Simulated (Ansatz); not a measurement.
Cs2I was relaxed with PBE-D4 (def2-TZVP) in Ansatz in these states: neutral doublet, neutral quartet. The geometries follow in no particular order.

In the def2 sets Cs, I take a core potential; there is no spin–orbit coupling.

A:

```xyz
3

Cs    1.750   -1.720    0.733
Cs   -0.188    2.488   -0.579
I    -1.562   -0.767   -0.154
```

B:

```xyz
3

Cs   -2.7772    1.6588   -1.0012
Cs    0.6657   -3.2698    0.5762
I     2.1115    1.6110    0.4250
```

Question: Judge from the bond lengths which geometry belongs to which state (an estimate).

Answer: A is the neutral doublet (Cs1–I3 3.559 Å, Cs2–I3 3.559 Å, Cs1–Cs2 4.815 Å); B is the neutral quartet (Cs1–I3 5.093 Å, Cs2–I3 5.093 Å, Cs1–Cs2 6.215 Å).

At PBE0-D4/def2-TZVP a doublet lies 3.98 eV below the neutral quartet. These are the stationary points nearest to one start from a short search; other shapes may lie lower in each state.
